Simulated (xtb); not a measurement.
Job for xtb: GFN2-xTB on BH3O2Se (SMILES OB(O)[SeH]), a point of a torsion scan.

```
$ xtb mol.xyz --gfn 2 --sp --chrg 0 --uhf 0
7

O     -0.94380601    -1.05958173    -0.19636187
B     -0.00555911    -0.18502848     0.19027234
O     -0.09487298     1.15432469     0.24635804
Se     1.65347332    -0.95451355     0.86197464
H     -1.77720360    -0.75539516    -0.55580925
H     -0.89592058     1.59518852    -0.03817153
H      1.96803894     0.12308676     1.75491205
```

Problem. Give the final energy of this run.

Solution. -14.1670 hartree.
